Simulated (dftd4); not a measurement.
H4N (SMILES [NH4+]), charge +1, singlet, at a GFN2-xTB geometry.

The dftd4 input:
```
$ dftd4 mol.xyz --func wb97x --charge 1 --json dftd4.json --noedisp --property

# file mol.xyz
5

N      0.00000000    -0.00000000    -0.00000000
H     -0.69851852    -0.34749108    -0.67183826
H      0.02245826     1.02891450    -0.02958725
H     -0.25206810    -0.31063626     0.94868941
H      0.92812837    -0.37078716    -0.24726391
```

Predict the dispersion energy from D4 for wb97x (dftd4).

-0.42 kcal/mol

What partial charges in atom order does D4 for wb97x give?

N1 -0.83, H2 0.46, H3 0.46, H4 0.46, H5 0.46
